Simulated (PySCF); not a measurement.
CH10ClNOSi3

CH10ClNOSi3 is a molecule drawn to mimic a surface site (built as: Si site whose three back bonds go to SiH3, NHSiH3, OCH3; end group Cl), neutral, singlet. The structure, one conformer, was relaxed in the gas phase by PBE0-D3(BJ)/def2-SVP. No frequency run checks that it is a minimum.

SMILES: CO[Si]([SiH3])(Cl)N[SiH3]

```xyz
17

Si    0.030    0.655    0.149
Si    0.854   -1.511    0.458
N    -1.634    0.720   -0.260
Si   -2.898   -0.440    0.045
O     0.807    1.506   -1.038
C     2.132    1.965   -1.004
Cl    0.450    1.644    1.950
H     0.322   -2.114    1.716
H     2.343   -1.410    0.566
H     0.513   -2.391   -0.701
H    -1.911    1.605   -0.684
H    -3.655   -0.746   -1.207
H    -2.230   -1.681    0.540
H    -3.877    0.031    1.071
H     2.289    2.642   -1.856
H     2.854    1.133   -1.090
H     2.348    2.515   -0.072
```
Atoms count from 1 in this order.

Shieldings: GIAO PBE0/pcSseg-1. Shifts are against computed references at the same level: C TMS (σ 184.4 ppm), H TMS (σ 31.27 ppm), Si TMS (σ 352.0 ppm). Core levels by delta-SCF with SCAN, pcX-2 on the ionised atom and pcseg-1 elsewhere, spin-free X2C (2p3/2 is the spin-free 2p value less a third of a first-order spin-orbit splitting); from the vacuum level, for chosen atoms.

Task: Give the NMR and core-level values of the distinct atoms.

Result: 
| atoms | bonded to | σ (ppm) | δ (ppm) | core level (eV) |
| --- | --- | --- | --- | --- |
| Si1 | 1 Cl + 1 N + 1 O + 1 Si | 352.7 | -0.7 | 2p3/2 107.80 |
| Si2 | 1 Si + 3 H | 465.3 | -113.3 | 2p3/2 106.64 |
| N3 | 2 Si + 1 H | 226.9 | - | 1s 404.44 |
| Si4 | 1 N + 3 H | 408.3 | -56.3 | - |
| O5 | 1 C + 1 Si | 282.9 | - | 1s 538.15 |
| C6 | 1 O + 3 H | 132.5 | 51.9 | - |
| Cl7 | 1 Si | 824.4 | - | 2p3/2 205.37 |
| H8 H9 H10 | 1 Si | 27.76 | 3.51 | - |
| H11 | 1 N | 30.51 | 0.76 | - |
| H12 H13 H14 | 1 Si | 26.65 | 4.62 | - |
| H15 H16 H17 | 1 C | 27.64 | 3.63 | - |

Values are those of this one static structure, with the three H of a rotating XH3 group averaged; atoms that internal rotation interchanges would show their mean in an NMR spectrum.

Task: Which of Si1, Si2 holds its core electrons tightest, and by how much against the loosest?

Result: Si1 (bonded to 1 Cl + 1 N + 1 O + 1 Si), by 1.17 eV over Si2 (bonded to 1 Si + 3 H).

Task: By CAM-B3LYP/def2-SVPD (TDDFT singlets, Tamm-Dancoff triplets, ionisation by delta-SCF), where does absorption start, and what does vertical ionisation take?

Result: The lowest singlet lies at 6.64 eV (f 0.007), the strongest of the first 6 at 7.47 eV (f 0.115), the lowest triplet at 6.09 eV; vertical ionisation takes 9.75 eV.

The 3 runs behind this took 7.2 min in all, one thread each of Arm Neoverse V1 on a shared host, launched as `OMP_NUM_THREADS=1 python cluster_run.py task.json out`.
